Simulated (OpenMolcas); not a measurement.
An OpenMolcas run meant for Co5+ (ANO-RCC-VQZP, X2C; inactive shells 1s 2s 2p 3s 3p; intended active space 4 electrons in 5 orbitals (3d)). One step of its input:

```
&CASPT2
Multistate=5 1 2 3 4 5
Frozen=22 23
IPEA=0.25
Imaginary=0.1
MaxIter=60
WThr=0.0 0.3 0.05
PrWF=0.5
NoMix
```

Lines from the output:

```
|       MOLCAS_SOURCE = <dir>
  |    MOLCAS_STRUCTURE = 0
  |
   ------------------------------------------------------------------------------------------
++ ---------   Input file   ---------
>>> COPY JOB001 $Project.JobIph
&CASPT2
Multistate=5 1 2 3 4 5
Frozen=22 23
IPEA=0.25
Imaginary=0.1
MaxIter=60
WThr=0.0 0.3 0.05
PrWF=0.5
NoMix
-- ----------------------------------
>>> COPY JOB001 a.JobIph
*** symbolic link created: INPORB -> a.RasOrb
--- Start Module: caspt2 at  ---
()()()()()()()()()()()()()()()()()()()()()()()()()()()()()()()()()()()()()()()()()()()()()()()()()()
                                              &CASPT2
                                   only a single process is used
                       available to each process: 2.3 GB of memory, 1 thread
()()()()()()()()()()()()()()()()()()()()()()()()()()()()()()()()()()()()()()()()()()()()()()()()()()
 ###    WARNING: User changed nr of frozen orbitals.                         ###
 ###    ERROR: Too many frozen orbitals!                                     ###
--- Stop Module: caspt2 at  /rc=_RC_INPUT_ERROR_ ---
.####################.
.# User input error #.
.####################.
```

What is wrong with the input?

More orbitals are frozen than there are inactive ones.
